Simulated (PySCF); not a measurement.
## Ionisation energy along the 17-electron series

Calculated with PySCF 2.14 and a two-component X2C-1e Hamiltonian (Gaussian nucleus, no Breit or QED terms), each ion in its own even-tempered basis scaled to its charge; GMP2 freezes 1s2 and drops the highest virtual spinors. Values in eV. NIST values: (m) measured, (s) semi-empirical, (t) theoretical.

```
  ion  configuration  GHF (spin-free)  GMP2 (spin-free)  GHF (screened spin-orbit)  GMP2 (screened spin-orbit)          NIST
Tm⁵²⁺   [Ne] 3s2 3p5           4997.7            4998.8                     4925.4                      4926.5  4922 ± 4 (t)
Lu⁵⁴⁺   [Ne] 3s2 3p5           5368.2            5369.3                     5285.6                      5286.7  5282 ± 5 (t)
```

(1) Fill in the row of Yb⁵³⁺.

Answers

(1) configuration: [Ne] 3s2 3p5; GHF (spin-free): 5181.2; GMP2 (spin-free): 5182.3; GHF (screened spin-orbit): 5103.9; GMP2 (screened spin-orbit): 5105.0; NIST: 5101 ± 5 (t).
